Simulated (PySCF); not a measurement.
**C5H7N2: g tensor and hyperfine couplings**

C₅H₇N₂ (doublet state).
Cartesian coordinates in Å at the GFN2-xTB level; atoms count from 1:
```xyz
14
C5H7N2 angstrom
C     -1.602   -1.136   -0.579
C     -0.389   -0.668   -0.517
N      0.297    0.285    0.138
C      1.382   -0.031    0.942
C      1.784   -1.271    1.205
N      0.106    1.608   -0.029
C     -0.782    2.072   -0.815
H     -2.395   -0.863    0.119
H     -1.876   -1.877   -1.314
H      1.865    0.847    1.343
H      2.627   -1.452    1.845
H      1.287   -2.127    0.782
H     -1.447    1.469   -1.429
H     -0.856    3.143   -0.873
```

The hyperfine couplings belong to this conformer and change with its torsions.

Identity: `C=[C]N(C=C)N=C` [radical].

Method: PySCF 2.14.0, UKS B3LYP, pcH-1 on C H N, non-relativistic, mean-field spin-orbit, GIAO. Isolated species at its GFN2-xTB geometry (one conformer only). The geometry wasn't refined by DFT: couplings that depend on bond lengths, twists or pyramidal angles can differ widely from those at the functional's own minimum. Stability of the SCF solution: not tested.

- g1, g2, g3: 2.00147, 2.00226, 2.00270
- g_iso: 2.00214
- Form of g: rhombic: the two nearest values differ by 36 % of g3 − g1
- ⟨S²⟩: 0.7621 (exact 0.7500)
- α and β electrons: 26, 25

Hyperfine couplings atom by atom, in MHz; T1 to T3 are the principal values of the dipolar part; ρ(0) is the spin density at the nucleus:

| atom | isotope | a_iso | T1 | T2 | T3 | Mulliken spin population | ρ(0) (bohr⁻³) |
| --- | --- | --- | --- | --- | --- | --- | --- |
| C1 | 13C | 33.0 | -14.5 | -0.7 | 15.2 | -0.10 | 0.0294 |
| C2 | 13C | 283.4 | -63.6 | -46.5 | 110.2 | 0.77 | 0.2521 |
| N3 | 14N | 12.4 | -6.5 | -6.2 | 12.7 | 0.06 | 0.0383 |
| C4 | 13C | -7.4 | -6.3 | 2.1 | 4.2 | -0.04 | -0.0066 |
| C5 | 13C | 11.0 | -8.3 | -6.2 | 14.5 | 0.11 | 0.0098 |
| N6 | 14N | -3.4 | -6.1 | 1.4 | 4.7 | -0.04 | -0.0105 |
| C7 | 13C | 13.1 | -13.9 | -11.7 | 25.6 | 0.17 | 0.0116 |
| H8 | 1H | 132.4 | -4.4 | -1.1 | 5.6 | 0.07 | 0.0296 |
| H9 | 1H | 67.3 | -7.0 | -3.8 | 10.8 | 0.02 | 0.0151 |
| H10 | 1H | 1.6 | -2.5 | -1.4 | 3.9 | 0.00 | 0.0004 |
| H11 | 1H | -5.2 | -4.7 | -0.9 | 5.7 | 0.00 | -0.0012 |
| H12 | 1H | -5.1 | -5.0 | 0.0 | 5.0 | 0.00 | -0.0011 |
| H13 | 1H | -8.3 | -3.4 | -0.3 | 3.7 | -0.01 | -0.0019 |
| H14 | 1H | -8.8 | -7.2 | -0.9 | 8.1 | -0.01 | -0.0020 |

The Mulliken spin populations are largest on C2 (+0.77), C7 (+0.17), C5 (+0.11) and C1 (-0.10).

Axes: g1 points within 6° of the C2–N3 bond.

Under fast tumbling the dipolar parts average out, and these isotropic splittings remain (the largest six): 1 × 1H (H8, I = 1/2, 2 lines) with 4.73 mT, 1 × 1H (H9, I = 1/2, 2 lines) with 2.40 mT, 1 × 14N (N3, I = 1, 3 lines) with 0.44 mT, 1 × 1H (H14, I = 1/2, 2 lines) with 0.31 mT, 1 × 1H (H13, I = 1/2, 2 lines) with 0.30 mT and 1 × 1H (H11, I = 1/2, 2 lines) with 0.19 mT.

The 13C coupling of C2 (283.4 MHz) shows only in satellite lines or after enrichment, since that isotope makes up about 1.07 % of natural carbon.

On one thread, Arm Neoverse V1 (aarch64), no GPU, shared host, this took 46 s wall (grids of density and orbitals included) and 0.90 GiB of memory at its peak.
